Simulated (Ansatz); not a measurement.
Species: C3H4Cl (charge 0, doublet). It need not be the lowest isomer of its formula. 
Structure (B3LYP-D3(BJ)/def2-TZVP (Ansatz, a quantum-chemistry and plane-wave program) minimum search):
SMILES: [CH]=CCCl
```xyz
8

C     -2.2223    -0.1171    -0.5726
C     -1.0925    -0.6213    -0.1600
C      0.2465    -0.2208    -0.6877
Cl     1.2830     0.4654     0.6362
H     -3.2770    -0.2325    -0.3841
H     -1.0858    -1.3896     0.6173
H      0.1649     0.5432    -1.4542
H      0.7968    -1.0767    -1.0725
```
Charge 0, spin multiplicity 2.

Parts of the frozen-core correlation energy in cc-pwCVTZ (Ansatz, hartree). Frozen orbitals: 8; correlated occupied orbitals by spin: 12 and 11; virtual: 224 and 225. Open shells are spin-unrestricted. No spin-orbit coupling. No relativistic terms.

```tsv
term	value
reference (HF)	-575.40971
MP2 opposite-spin	-0.49132
MP2 same-spin	-0.15533
CCSD correlation	-0.69765
(T)	-0.03192
T1 diagnostic	0.029
largest doubles amplitude	0.043
<S^2> of the reference	0.934
```
